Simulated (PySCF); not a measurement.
One of the candidates below gave these computed data.

All candidates are C8H10O2.

- 13C NMR: chemical shifts (computed TMS as zero) by class: 177.2 (1 C), 87.2 (1 C), 45.4 (1 C), 35.2 (1 C), 33.3 (1 C), 23.7 (1 C), 23.0 (1 C), 20.1 (1 C) ppm [GIAO PBE0/pcSseg-1]
- Dipole: 2.12 D [PBE0/pcSseg-1]
- 1H NMR: chemical shifts (computed TMS as zero) by class: 4.99 (1 H), 3.17 (1 H), 2.60 (1 H), 2.21 (1 H), 2.15 (3 H), 1.90 (1 H), 1.83 (1 H), 1.80 (1 H) ppm [GIAO PBE0/pcSseg-1]
- NMR, other nuclei: isotropic shieldings of nuclei other than C and H, by class: -121 (1 O), 111 (1 O) ppm [GIAO PBE0/pcSseg-1]
- Rotational structure: rotational constants A, B, C: 3.723, 0.872, 0.786 GHz [GFN2-xTB]

The electronic properties come from PySCF, for the isolated species, density fitting. Levels stand in brackets. Isolated species at its GFN2-xTB geometry (one conformer only). NMR values are class means; diastereotopic atoms form classes of their own.

Task: Which candidate is it?
A. `COc1ccc(C2CC2)o1`
B. `O=C1C=C(C2CCC2)CO1`
C. `CC(=O)O[C@@H]1[C@H]2C[C@@H]3[C@H]2[C@@H]31`
D. `C=C/C=C/C(=C)OC(C)=O`
E. `C#CC(=O)CC(=C)COC`

Result: C. It is `CC(=O)O[C@@H]1[C@H]2C[C@@H]3[C@H]2[C@@H]31`. Numbering: `[CH3:1][C:2](=[O:3])[O:4][C@@H:5]1[C@H:6]2[CH2:7][C@@H:8]3[C@H:9]2[C@H:10]13`. Its formula, C8H10O2, gives 4 degrees of unsaturation: 3 rings and 1 π bond in the structure found. 8 carbons fall into 8 classes; from least to most shielded: ester carbonyl carbon [C2] (177.2 ppm), ring sp3 carbon bound to oxygen [C5] (87.2 ppm), sp3 carbon at a ring junction [C6] (45.4 ppm), four-membered-ring carbon [C7] (35.2 ppm), sp3 carbon at a ring junction [C9] (33.3 ppm), methyl carbon next to a carbonyl [C1] (23.7 ppm), sp3 carbon at a ring junction [C10] (23.0 ppm), sp3 carbon at a ring junction [C8] (20.1 ppm). Hydrogen classes from least to most shielded: 1 H on an sp3 carbon bound to oxygen, C5 (4.99 ppm), 1 H on an sp3 carbon at a ring junction, C9 (3.17 ppm), 1 H on a four-membered-ring carbon, C7 (2.60 ppm), 1 H on an sp3 carbon at a ring junction, C6 (2.21 ppm), 3 H on a methyl carbon next to a carbonyl, C1 (2.15 ppm, a mean of values up to 0.5 ppm apart in this geometry), 1 H on a four-membered-ring carbon, C7 (1.90 ppm), 1 H on an sp3 carbon at a ring junction, C8 (1.83 ppm), 1 H on an sp3 carbon at a ring junction, C10 (1.80 ppm). The other shieldings belong to: -121 ppm, ester carbonyl oxygen [O3]; 111 ppm, ester single-bonded oxygen [O4]. The optimised geometry has point group C1 and is an asymmetric top.

The others, at the same levels:
- `C=C/C=C/C(=C)OC(C)=O` fails: its computed 13C shifts are 173.4 (1 C), 158.2 (1 C), 144.7 (1 C), 138.1 (1 C), 135.9 (1 C), 127.2 (1 C), 115.2 (1 C), 24.2 (1 C) ppm, 1H shifts are 6.79 (1 H), 6.65 (1 H), 6.13 (1 H), 5.65 (1 H), 5.63 (1 H), 5.55 (1 H), 5.47 (1 H), 2.25 (3 H) ppm and rotational constant A is 2.361 GHz (against 3.723 GHz).
- `O=C1C=C(C2CCC2)CO1` fails: it has 7 carbon classes against 8; its computed 13C shifts are 181.7 (1 C), 176.6 (1 C), 122.1 (1 C), 73.5 (1 C), 35.0 (1 C), 28.2 (2 C), 18.1 (1 C) ppm, 1H shifts are 5.84 (1 H), 4.68 (2 H), 3.20 (1 H), 2.34 (2 H), 2.17 (1 H), 2.15 (2 H), 1.94 (1 H) ppm and smallest rotational constant is 0.660 GHz (against 0.786 GHz).
- `COc1ccc(C2CC2)o1` fails: it has 7 carbon classes against 8; its computed 13C shifts are 167.8 (1 C), 155.8 (1 C), 104.8 (1 C), 84.7 (1 C), 57.2 (1 C), 13.7 (2 C), 12.5 (1 C) ppm, 1H shifts are 5.70 (1 H), 5.12 (1 H), 3.89 (3 H), 1.79 (1 H), 0.97 (2 H), 0.46 (2 H) ppm and rotational constant A is 5.004 GHz (against 3.723 GHz).
- `C#CC(=O)CC(=C)COC` fails: its computed 13C shifts are 190.4 (1 C), 150.2 (1 C), 124.7 (1 C), 86.9 (1 C), 85.2 (1 C), 79.6 (1 C), 58.1 (1 C), 53.6 (1 C) ppm, 1H shifts are 5.51 (1 H), 5.31 (1 H), 4.19 (2 H), 3.56 (2 H), 3.29 (3 H), 2.75 (1 H) ppm and rotational constant A is 2.342 GHz (against 3.723 GHz).

Each candidate is one conformer, not necessarily the lowest. The conformers computed, where there is a choice (atom-mapped SMILES and torsion angles):
- `[CH3:1][C:2](=[O:3])[O:4][C@@H:5]1[C@H:6]2[CH2:7][C@@H:8]3[C@H:9]2[C@H:10]13`: C1–C2–O4–C5 180°, C2–O4–C5–C6 -81°
- `[CH2:1]=[CH:2]/[CH:3]=[CH:4]/[C:5](=[CH2:6])[O:7][C:8]([CH3:9])=[O:10]`: C1–C2–C3–C4 179°, C3–C4–C5–C6 -179°, C4–C5–O7–C8 -140°, C5–O7–C8–C9 180°
- `[O:1]=[C:2]1[CH:3]=[C:4]([CH:5]2[CH2:6][CH2:7][CH2:8]2)[CH2:9][O:10]1`: C3–C4–C5–C6 13°
- `[CH3:1][O:2][c:3]1[cH:4][cH:5][c:6]([CH:7]2[CH2:8][CH2:9]2)[o:10]1`: C1–O2–C3–C4 -2°, C5–C6–C7–C8 37°
- `[CH:1]#[C:2][C:3](=[O:4])[CH2:5][C:6](=[CH2:7])[CH2:8][O:9][CH3:10]`: C2–C3–C5–C6 -175°, C3–C5–C6–C7 102°, C5–C6–C8–O9 -57°, C6–C8–O9–C10 -72°
